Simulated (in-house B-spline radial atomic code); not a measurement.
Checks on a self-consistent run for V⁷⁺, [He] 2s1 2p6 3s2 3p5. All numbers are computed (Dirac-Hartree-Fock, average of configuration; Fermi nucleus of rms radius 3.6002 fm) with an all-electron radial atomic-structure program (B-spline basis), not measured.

| orbital | q | ε (Eh) | <1/r> | <r²> | small-component weight |
| --- | --- | --- | --- | --- | --- |
| 1s1/2 | 2 | -210.04154 | 22.8438 | 0.00593203 | 0.0068043 |
| 2s1/2 | 1 | -30.67898 | 4.89449 | 0.109606 | 0.0012439 |
| 2p1/2 | 2 | -26.57848 | 4.82768 | 0.0870524 | 0.0012192 |
| 2p3/2 | 4 | -26.30249 | 4.76287 | 0.0886203 | 0.0012065 |
| 3s1/2 | 2 | -7.90937 | 1.68243 | 0.828084 | 0.00032766 |
| 3p1/2 | 1.6667 | -6.74326 | 1.57629 | 0.866509 | 0.00029195 |
| 3p3/2 | 3.3333 | -6.69915 | 1.56331 | 0.876457 | 0.0002897 |

Electron-electron repulsion V_ee = 251.3012 hartree.

(1) What total energy follows from the eigenvalues?

(2) Does the Dirac virial theorem hold?

(3) What diamagnetic shielding (Lamb formula) and susceptibility (Langevin formula) do the radii give?

## Answers

(1) The eigenvalues count the repulsion twice, so E = Σqε - V_ee = -658.517 - 251.301 = -909.818 hartree; the run printed -909.818.

(2) For a point nucleus E = -2c²Σq·w, with w the small-component weight. Here Σq·w = 0.024224 and c = 137.0360, so the ratio E/(-2c²Σq·w) is 1.000005; the finite nucleus accounts for the departure from 1.

(3) σ = (α²/3)Σq<1/r> = 90.492/(3·137.036²) = 1606.3 ppm, and χ = -0.79199×10⁻⁶·Σq<r²> = -5.284×10⁻⁶ cm³/mol with Σq<r²> = 6.6719 bohr². Both are non-relativistic formulas without the paramagnetism of open shells.
